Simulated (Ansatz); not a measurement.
`N[Si](Br)(Br)Br`, relaxed with RKS PBE0-D4/def2-TZVP in the Gaussian-basis code of Ansatz from a PBE-D4/def2-SVP geometry. The force threshold is 0.005 eV/Å; the program also tests the step.

Total charge 0; spin multiplicity 1.

Start:

```xyz
7

N     1.046   -0.234   -0.476
Si   -0.524    0.106    0.127
Br   -1.206    2.005   -0.815
Br   -1.838   -1.605   -0.427
Br   -0.682    0.374    2.351
H     1.750    0.508   -0.465
H     1.455   -1.155   -0.294
```

Question: By how much does the energy fall, and how many steps does the optimiser take? (An estimate is asked.)

Answer: The calculation gave: 0.98 kcal/mol, in 6 steps, 1 of them rejected.

Question: Which bonds change most? (Best estimate.)

Answer: The calculation gave: Si2–Br5 from 2.246 to 2.215 Å; N1–Si2 from 1.716 to 1.686 Å; Si2–Br4 from 2.227 to 2.201 Å; Si2–Br3 from 2.227 to 2.201 Å.

Question: Give the relaxed structure. (Best estimate.)

Answer: Computed: 
```xyz
7

N     1.036   -0.229   -0.436
Si   -0.516    0.105    0.131
Br   -1.188    1.980   -0.805
Br   -1.814   -1.585   -0.422
Br   -0.687    0.370    2.324
H     1.729    0.501   -0.484
H     1.439   -1.143   -0.308
```
